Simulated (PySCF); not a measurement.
Spectrum to structure. Level of theory: TDDFT PBE0/def2-SVPD, vertical, gas phase, core orbitals frozen in the response in PySCF 2.14.0, density-fitted response routines. Geometries: GFN2-xTB, one conformer each.

```json
{"state": "S1", "λ (nm)": "216.2", "f": "0.076"}
{"state": "S2", "λ (nm)": "207.4", "f": "0.0015"}
{"state": "S3", "λ (nm)": "206.9", "f": "0.079"}
{"state": "S4", "λ (nm)": "199.3", "f": "0.0013"}
{"state": "S5", "λ (nm)": "190.8", "f": "0.0066"}
{"state": "S6", "λ (nm)": "181.6", "f": "0.0027"}
{"state": "S7", "λ (nm)": "180.0", "f": "0.0014"}
{"state": "S8", "λ (nm)": "172.3", "f": "0.0078"}
```

Orbital energies (eV): HOMO-3 -10.35, HOMO-2 -9.67, HOMO-1 -7.08, HOMO -6.75, LUMO -0.28, LUMO+1 0.55, LUMO+2 0.89.

Task: Which structure fits?
A. `Cc1ccsc1`
B. `C=CCC=C=S`
C. `C=C[SiH2]S[SiH2]C`

Result: A. Its S1, at 5.73 eV, is the highest among the candidates; the nearest of the others has S1 at 5.44 eV. S1 is HOMO→LUMO (77%), HOMO-1→LUMO (13%). Löwdin shares by element: HOMO carbon 71% or more, sulfur 11% (atoms not listed hold the other 18%); LUMO carbon 56% or more, sulfur 22% (atoms not listed hold the other 21%). At the same level the other candidates give, for their lowest levels:
- `C=C[SiH2]S[SiH2]C`: 228 nm (f 0.018); 208 nm (f 0.009); 203 nm (f 0.001); 199 nm (f 0.006); 189 nm (f 0.002); T1 4.22 eV; HOMO -7.10, LUMO -0.69 eV
- `C=CCC=C=S`: 512 nm (f 0.000); 260 nm (f 0.012); 234 nm (f 0.148); 214 nm (f 0.005); 212 nm (f 0.000); T1 2.05 eV; HOMO -6.39, LUMO -2.19 eV
Triplets come from the Tamm–Dancoff approximation.
